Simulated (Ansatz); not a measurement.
Cartesian coordinates in Å:
```
O -1.291 -0.114 0.707
Zr 0.352 0.029 -0.192
Cl 0.087 1.409 -2.058
Cl 1.939 0.950 1.253
Cl 1.041 -2.097 -0.872
H -2.127 -0.176 1.163
```

The species carries charge 0 and has multiplicity 1. Zr takes the def2 core potential.

(1) List the B3LYP/def2-TZVPP orbital energies in eV (the Gaussian-basis code of Ansatz). (An estimate is asked.)

Results:

(1) Computed: Occupied: -2762.52, -2762.52, -2762.52, -521.63, -257.28, -257.28, -257.28, -196.24, -196.24, -196.23, -196.20, -196.20, -196.20, -196.19, -196.19, -196.19, -59.66, -36.48, -36.11, -36.11, -27.33, -22.20, -22.01, -22.00, -14.94, -10.88, -10.87, -10.58, -10.29, -10.29, -9.67, -9.67, -9.57, -9.16, -9.16, -9.01. Lowest empty: -2.14, -2.14, -1.30, -1.19, -1.18, -0.67, 0.33, 0.77.

B3LYP here is the variant with VWN-RPA as its local correlation; programs differ in this.
